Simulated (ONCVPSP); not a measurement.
## V (Z = 23): one change to an ONCV potential, before and after

- Element: vanadium
- Generator: ONCVPSP 4.0.1
- Type: optimised norm-conserving Vanderbilt (ONCV)
- Functional: PW91
- Relativity: scalar-relativistic
- Frozen core: [Ne]
- Valence charge: 13
- Reference configuration: 3s2 3p6 3d3 4s1.5 4p0.5
- Partial waves: 3s+4s: rc 1.75 bohr, ncon 3, nbas 8, qcut 8.8 1/bohr, 2 projectors; 3p+4p: rc 2.05 bohr, ncon 3, nbas 7, qcut 8.3 1/bohr, 2 projectors; 3d: rc 1.85 bohr, ncon 5, nbas 10, qcut 7.3 1/bohr, 2 projectors, debl 1.6 Ha
- Local potential: polynomial inside 1.15 bohr (lpopt 2, dvloc0 3 Ha)
- Core correction: Teter function, fcfact 5.75, rcfact 1.35

Change: s: qcut 7.9; p: qcut 7.4; d: qcut 6.5.

Cutoffs: the cutoffs (Ha) at which the residual kinetic energy of the hardest occupied pseudo-wave falls to 1 and 0.1 mHa per electron; they do not see the model core or the augmentation charge, which bear on the density cutoff. Errors are all-electron minus pseudo energies relative to the spin-unpolarised reference configuration.

What does the change do?

The potential gets harder (25 Ha and 69 Ha → 46 Ha and 106 Ha); the errors of the 4 common tests hardly move; neither file shows a bound ghost.

```csv
quantity,base,changed
"cutoff, loose",25 Ha,46 Ha
"cutoff, tight",69 Ha,106 Ha
loose cutoff by channel,"s 20 Ha, p 20 Ha, d 25 Ha","s 15 Ha, p 18 Ha, d 46 Ha"
bound ghosts,none,none
GHOST(+) flags under 300 eV,none,none
"error for 3s2 3p6 3d3 4s2 4p0, meV [ΔE -1.66 eV]",+0.1,+0.1
"error for 3s2 3p6 3d3 4s1 4p0, meV [ΔE 6.13 eV]",0.0,0.0
"error for 3s2 3p6 3d3 4s0 4p0, meV [ΔE 20.45 eV]",+0.2,-0.2
"error for 3s2 3p6 3d3 4s1 4p1, meV [ΔE 1.71 eV]",-0.1,-0.1
s: phases at 1.78 bohr within 0.05 rad from the reference energy up to (Ha; the scan ends near 5),to the end of the scan,to the end of the scan
p: phases at 2.08 bohr within 0.05 rad from the reference energy up to (Ha; the scan ends near 5),to the end of the scan,to the end of the scan
d: phases at 1.88 bohr within 0.05 rad from the reference energy up to (Ha; the scan ends near 5),to the end of the scan,to the end of the scan
"rms error of d²Exc/dni dnj with the model core, mHa",1.17,1.35
```
